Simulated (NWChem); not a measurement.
System: AlH4O4 anion; SMILES [OH][Al-]([OH])([OH])[OH]

```xyz
9

Al     0.0000     0.0000     0.0000
O      1.5293     0.0000    -0.9342
H      1.8725     0.8784    -1.1172
O      0.0000    -1.5293     0.9342
H      0.8784    -1.8725     1.1172
O      0.0000     1.5293     0.9342
H     -0.8784     1.8725     1.1172
O     -1.5293     0.0000    -0.9342
H     -1.8725    -0.8784    -1.1172
```
Atoms are numbered in this order, from 1.

Results from NWChem. Pople sets run with spherical d functions. Medium grid unless said otherwise, to which SCAN and Minnesota functionals are sensitive. Structure relaxed at the B3LYP/def2-SVPD level. Not confirmed as a minimum by frequencies. Total energies of different functionals are on different scales.

| level | energy (Ha) | highest occupied level (eV) | orbital gap (eV) |
|---|---|---|---|
| B3LYP/6-31+G* | -546.0142 | (withheld) | (withheld) |
| PBE/6-31+G* | -545.5286 | -1.30 | 4.38 |
| PW91/6-31+G* | -545.8752 | -1.37 | 4.28 |
| B97-D/6-31+G* | -545.7967 | -1.32 | 4.53 |
| PBE0/6-31+G* | -545.5498 | -2.95 | 6.62 |
| RPBE/6-31+G* | -545.9326 | -1.25 | 4.21 |
| M06-L/6-31+G* | -545.9387 | -1.37 | 5.09 |
| LC-wPBE (HJS exchange hole, range parameter 0.4 per bohr)/6-31+G* | -545.6873 | -5.86 | 10.81 |
| KT2/6-31+G* | -552.4599 | -1.43 | 4.55 |

Problem. Fill in the missing entries.

Solution. 
- B3LYP/6-31+G*, highest occupied level (eV): -2.70
- B3LYP/6-31+G*, orbital gap (eV): 6.11
